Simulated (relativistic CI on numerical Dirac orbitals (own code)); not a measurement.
Spin-allowed bands of a d8 ion in an octahedral site, by hand

Problem. A d8 ion in an octahedral site has a 3A2 ground term and spin-allowed bands at ν1 = 10450 and ν2 = 17021 cm⁻¹ (from a computed ligand-field model). Find Δ and the Racah parameter B, and predict the third band.

Working.
1. The F term splits into A2 (−1.2Δ), T2 (−0.2Δ) and T1 (+0.6Δ), so ν1 = E(T2) − E(A2) = Δ = 10450 cm⁻¹.
2. T1(F) mixes with T1(P), which lies at 15B, through an element 0.4Δ. The two roots, counted from A2, are ν2,3 = ½(15B + 3Δ) ∓ ½√[(15B − Δ)² + 12BΔ].
3. Solving the lower root for B gives B = (2ν1² + ν2² − 3ν1ν2)/(15ν2 − 27ν1) = -25488909/-26835 = 950 cm⁻¹.
4. The sum of the roots is 15B + 3Δ, so ν3 = 15B + 3ν1 − ν2 = 28577 cm⁻¹ (350 nm).

Check. The bands were computed by exact diagonalisation of the d8 shell with B = 950 and Δ = 10450 cm⁻¹, which gives ν3 = 28579 cm⁻¹. C does not enter the terms of highest spin.
